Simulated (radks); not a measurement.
Values are calculated unless marked as measured or tabulated.
Question: The thulium ion Tm+, configuration [Xe] 4f13 6s0.5 7s0.5 (fractional occupations, a model configuration). Level of theory: Dirac Kohn-Sham, PBE, spin-unpolarised, spherical densities, finite nucleus; open shells fill j = l - 1/2 first; Fermi nuclear charge, rms radius 5.2256 fm (a radial shooting solver on a logarithmic mesh with Libxc functionals). Some entries of the table are withheld. Estimate them.

| orbital | occ. | eigenvalue (hartree) | r(max) (bohr) |
|---|---|---|---|
| 1s1/2 | 2 | -2175.978 | 0.01261 |
| 2s1/2 | 2 | -367.1746 | 0.07207 |
| 2p1/2 | 2 | -350.0309 | 0.05403 |
| 2p3/2 | 4 | -314.0103 | 0.06035 |
| 3s1/2 | 2 | -82.75456 | 0.2035 |
| 3p1/2 | 2 | -75.20081 | 0.1912 |
| 3p3/2 | 4 | -67.59468 | 0.2043 |
| 3d3/2 | 4 | -54.69353 | 0.1611 |
| 3d5/2 | 6 | -53.03120 | 0.1648 |
| 4s1/2 | 2 | -16.54851 | 0.4648 |
| 4p1/2 | 2 | -13.50920 | (1) |
| 4p3/2 | 4 | -11.79309 | (2) |
| 4d3/2 | 4 | (3) | 0.4963 |
| 4d5/2 | 6 | (4) | 0.5053 |
| 5s1/2 | 2 | -2.27217 | 1.093 |
| 5p1/2 | 2 | -1.45313 | (5) |
| 5p3/2 | 4 | -1.24274 | (6) |
| 4f5/2 | 6 | (7) | 0.4934 |
| 4f7/2 | 7 | (8) | 0.4988 |
| 6s1/2 | 0.5 | -0.37756 | 3.031 |
| 6p1/2 | 0 | -0.24668 | 3.769 |
| 6p3/2 | 0 | -0.22922 | 4.053 |
| 7s1/2 | 0.5 | -0.14360 | (9) |

Answer: 
(1) 4p1/2 r(max) (bohr): 0.4665
(2) 4p3/2 r(max) (bohr): 0.4946
(3) 4d3/2 eigenvalue (hartree): -6.79034
(4) 4d5/2 eigenvalue (hartree): -6.47821
(5) 5p1/2 r(max) (bohr): 1.194
(6) 5p3/2 r(max) (bohr): 1.283
(7) 4f5/2 eigenvalue (hartree): -0.44828
(8) 4f7/2 eigenvalue (hartree): -0.40430
(9) 7s1/2 r(max) (bohr): 7.671
